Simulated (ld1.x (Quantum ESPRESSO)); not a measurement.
Varying the RRKJ potential for S

Base potential:

ld1.x (Quantum ESPRESSO) 7.5 input, shortened:

```
&input
   title='S', zed=16., rel=0, dft='PW91', iswitch=3,
   config='[Ne] 3s2 3p4'
 /
 &inputp
   pseudotype=2, tm=.false., rho0=0.02, lloc=1,
   nlcc=.true., rcore=1.30
 /
2
3S  1  0   2.00   0.00  1.40  1.40  0.0
3P  2  1   4.00   0.00  1.40  1.40  0.0
 &test
   configts(1)='3s2 3p4'
 /
```

Cutoffs, loose and tight: the cutoffs (Ry, on a coarse ladder) from which the occupation-weighted sum of valence levels, in a spherical-Bessel basis at the reference potential, stays within 10 and 1 mRy of its value at 400 Ry. They do not see the model core or the augmentation charge, which bear on the density cutoff. Test errors are all-electron minus pseudo excitation energies from the reference, over the configurations 3s2 3p3; 3s2 3p2; 3s2 3p1; 3s1 3p4; 3s1 3p5; 3s2 3p0; 3s2 3p3.5. A dash means not determined; rows that change the core or the reference have their own tests.

| change | outcome | cutoff, loose | cutoff, tight | bound ghosts | largest test error (meV) |
| --- | --- | --- | --- | --- | --- |
| base | generated | 55 Ry | 80 Ry | none | +150 |
| scalar-relativistic | generated | 55 Ry | 80 Ry | none | +142 |
| functional LDA (PZ) | generated | 55 Ry | 80 Ry | none | +256 |
| core correction none | generated | 55 Ry | 80 Ry | none | +199 |
| local potential all-electron potential smoothed inside 1.05 bohr (lloc = -1) | generated | 55 Ry | 80 Ry | none | +270 |
| all radii but the core radius scaled by about 1.37 (s 1.92, p 1.92 bohr) | generated | 21 Ry | 40 Ry | none | +177 |

Question: What comes out with this change to the base: wave 3p (bound): rc 1.40 bohr becomes 3p (bound): rc 1.04 bohr?

Answer: outcome: generated; cutoff, loose: 120 Ry; cutoff, tight: 230 Ry; bound ghosts: none; largest test error (meV): +169.

Question: What comes out with this change to the base: type ultrasoft; waves now 3s (bound): rcut 1.20, rcutus 1.40 bohr; 3s channel at 0.15 Ry: rcut 1.20, rcutus 1.40 bohr; 3p (bound): rcut 1.20, rcutus 1.40 bohr; 3p channel at -0.2 Ry: rcut 1.20, rcutus 1.40 bohr; local potential all-electron potential smoothed inside 1.25 bohr (lloc = -2); augmentation built from norm-conserving waves at rcut, not smoothed further; rho0 0?

Answer: outcome: generated; cutoff, loose: 18 Ry; cutoff, tight: 40 Ry; bound ghosts: none; largest test error (meV): +97.
